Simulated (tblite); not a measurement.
C₅H₁₁BrOSi₂.
Structure used (GFN2-xTB), in Å, numbered top down from 1:
```
atom  x, y, z in Å
C1    -3.235   -0.431   -1.273
C2    -2.301    0.152   -0.540
C3    -1.680   -0.463    0.641
C4    -1.123    0.400    1.731
C5    -0.182   -0.371    0.853
Si6    0.919    0.515   -0.371
Br7    0.756   -0.412   -2.374
O8     2.441    0.316    0.108
Si9    4.026   -0.021   -0.065
H10   -3.600   -1.417   -1.039
H11   -3.664    0.048   -2.134
H12   -1.948    1.143   -0.795
H13   -2.143   -1.397    0.940
H14   -1.180    1.472    1.600
H15   -1.249    0.084    2.756
H16    0.268   -1.248    1.310
H17    0.692    1.938   -0.559
H18    4.391   -0.519    1.256
H19    4.150   -1.024   -1.117
H20    4.655    1.247   -0.422
```

Method: GFN2-xTB as coded in tblite; computed harmonic values from a numerical Hessian at the method's own geometry, unscaled. Errors from tens to a few hundred cm⁻¹ against measured bands are possible. Modes of hydrogen on silicon can be 10 to 20 % off. One conformer, not necessarily the lowest. The optimisation stopped once no atom felt more than 0.01 eV/Å.

Lowest wavenumbers of the output (negative numbers stand for imaginary wavenumbers):
```
mode    cm-1
  1     -23.6
  2      17.7
  3      26.0
  4      50.1
  5      55.8
  6      89.9
  7     162.9
  8     176.1
```

Is this structure a minimum?

Not by this Hessian. 1 mode is imaginary beyond 20i (24i cm⁻¹), so at this level the point lies at or near a first-order saddle. The curvature is small, so loose convergence or finite differences may be the whole cause.

Which atoms move in the imaginary mode?

24i: H18 (Si–H hydrogen) 34 %, H20 (Si–H hydrogen) 33 %, H19 (Si–H hydrogen) 32 %. These are shares of the mass-weighted motion.

What is the remedy?

Step along that mode in both directions, optimise again with tighter thresholds and repeat the frequencies. The zero-point energy of this point (88.8 kcal/mol) counts the 53 real modes alone, and thermal corrections from it aren't those of a minimum.

Hardware: Arm Neoverse N1, one thread (shared host). Cost: 2.1 s. This covers the Hessian and the dipole derivatives.
